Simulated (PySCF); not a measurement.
# Ionisation energy of Ne⁺ by level of theory

Ne⁺ [He] 2s2 2p5 (2P) → Ne²⁺ [He] 2s2 2p4 (3P), as a difference of total energies. Calculation: PySCF 2.14, in aug-cc-pVDZ-DK (4s3p2d, 23 functions); the spin-free X2C one-electron Hamiltonian (Gaussian nucleus). Correlated levels: valence: 1s2 frozen. The calculations carry no spin-orbit coupling.

```json
{"method": "UHF", "ionisation energy (eV)": "39.300"}
{"method": "MN15", "ionisation energy (eV)": "41.300"}
{"method": "LDA", "ionisation energy (eV)": "41.497"}
{"method": "MP2 (valence)", "ionisation energy (eV)": "40.513"}
{"method": "SCS-MP2 (valence)", "ionisation energy (eV)": "40.461"}
{"method": "CCSD (valence)", "ionisation energy (eV)": "40.459"}
{"method": "CCSD(T) (valence)", "ionisation energy (eV)": "40.480"}
```

Errors of the correlated levels include the incompleteness of this basis and the frozen core.

Problem. Which method comes closest to the reference value, and which is furthest?

Solution. The reference is 40.963 eV (measured; NIST Atomic Spectra Database, ionization energies). Closest: MN15 (error 0.337 eV); furthest: UHF (error -1.663 eV).
